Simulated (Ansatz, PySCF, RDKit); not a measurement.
Dimer: C2H4 (SMILES C=C) (first 6 atoms) with CH2O2 (SMILES O=CO); geometry from B3LYP-D3(BJ)/def2-TZVP, rigid monomers moved along the line of their centres of mass till C1···H11 is 3.23 Å.
(charge 0, multiplicity 1):
```xyz
11

C     -0.582    -0.244    -0.016
C      0.618     0.320     0.071
H     -0.807    -1.167     0.505
H     -1.373     0.190    -0.615
H      0.856     1.238    -0.453
H      1.406    -0.127     0.666
O      0.313    -1.237     4.215
C     -0.181    -0.262     4.710
O     -0.634     0.805     4.044
H     -0.327    -0.118     5.789
H     -0.495     0.657     3.085
```

Counterpoise-corrected where a basis set is named; no monomer relaxation. RDKit's UFF carries no charges.

Run with Ansatz (Gaussian orbitals); PySCF for the dispersion terms; RDKit for the force fields. Values without a source in brackets are computed.

### Question
One of these levels gives -9.8 kJ/mol for the interaction energy. Which one is it?
A) UFF
B) r2SCAN/def2-TZVPPD
C) r2SCAN-D3(BJ)/def2-TZVPPD
D) MMFF94

### Answer
C, r2SCAN-D3(BJ)/def2-TZVPPD. The others give -7.0 (MMFF94), -3.1 (UFF), -8.4 (r2SCAN/def2-TZVPPD)

Ansatz is an electronic-structure program.
